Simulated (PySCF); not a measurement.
# From a computed spectrum to the compound

A species of 7 atoms with charge 0 has these harmonic modes (PBE0, small Gaussian bases with core potentials, PySCF 2.14.0):

| cm⁻¹ | km/mol | symmetry |
| --- | --- | --- |
| 22 | 1.6 | a'' |
| 42 | 9.7 | a' |
| 75 | 0.9 | a'' |
| 90 | 57.9 | a' |
| 121 | 9.4 | a' |
| 130 | 12.8 | a'' |
| 260 | 269.8 | a' |
| 265 | 16.9 | a' |
| 416 | 48.6 | a'' |
| 545 | 77.8 | a' |
| 547 | 205.3 | a'' |
| 550 | 140.6 | a' |
| 1627 | 75.2 | a' |
| 3854 | 111.2 | a' |
| 3945 | 167.5 | a'' |

Task: Which species is it, and in which structure?

Result: LaF3(H2O) (singlet):
```xyz
7

La    0.0622   -0.0630    0.0630
F     1.1551    1.4271    1.1775
F    -1.3717   -1.2002    1.2002
F     1.1551   -1.1775   -1.4271
O    -1.4334    1.4504   -1.4504
H    -1.7606    2.3351   -1.2455
H    -1.7606    1.2455   -2.3351
```
Ideal gas at 298.15 K and 1 bar: S = 424.1 J/(mol K), Cp = 117.5 J/(mol K), H − H(0 K) = 26.9 kJ/mol (rigid rotor, harmonic modes, spin degeneracy alone; the modes under 60 cm⁻¹ make these uncertain). 
 The answer isn't unique; the calculation gave this one.
